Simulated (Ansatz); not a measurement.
One change: `[CH3][GeH]([F])[SeH]` becomes `C#[C][GeH]([CH3])[F]`.

Ansatz, PBE0-D4/def2-TZVP geometries, multiplicity 1. Each molecule was computed in one conformer, which needn't be the lowest.

Scalar relativity is left out up to krypton.

| property | `[CH3][GeH]([F])[SeH]` |
| --- | --- |
| HOMO energy (PBE0/def2-TZVPP) / eV | -7.30 |
| HOMO–LUMO gap (PBE0/def2-TZVPP) / eV | 7.14 |
| LUMO energy (PBE0/def2-TZVPP) / eV | -0.16 |
| HOMO energy (ωB97M-V/def2-TZVPP) / eV | -9.48 |
| LUMO energy (B3LYP/def2-TZVPP) / eV | -0.45 |
| size of the dipole moment (B3LYP/def2-TZVPP) / D | 2.52 |

Task: What does the change do to each property? (Best estimate.)

Result: Ansatz gave: 
```json
{"property": "HOMO energy (PBE0/def2-TZVPP) / eV", "`C#[C][GeH]([CH3])[F]`": "-8.35", "shift": "-1.05"}
{"property": "HOMO–LUMO gap (PBE0/def2-TZVPP) / eV", "`C#[C][GeH]([CH3])[F]`": "7.90", "shift": "0.76"}
{"property": "LUMO energy (PBE0/def2-TZVPP) / eV", "`C#[C][GeH]([CH3])[F]`": "-0.46", "shift": "-0.30"}
{"property": "HOMO energy (ωB97M-V/def2-TZVPP) / eV", "`C#[C][GeH]([CH3])[F]`": "-10.59", "shift": "-1.11"}
{"property": "LUMO energy (B3LYP/def2-TZVPP) / eV", "`C#[C][GeH]([CH3])[F]`": "-0.68", "shift": "-0.23"}
{"property": "size of the dipole moment (B3LYP/def2-TZVPP) / D", "`C#[C][GeH]([CH3])[F]`": "2.52", "shift": "0.00"}
```

With PBE0 the HOMO falls by 1.05 eV and the LUMO falls by 0.30 eV, so the gap widens by about 0.75 eV. PBE moves the HOMO by -0.99 eV and ωB97M-V by -1.11 eV. The zero-point energy changes by 28.2 kJ/mol with +3 modes. Dipoles are sizes alone; their direction can turn.

B3LYP here is the variant with VWN-RPA as its local correlation; programs differ in this.

Spin–orbit coupling is left out; it splits and shifts lone-pair levels of the heavy atoms by tenths of an eV.
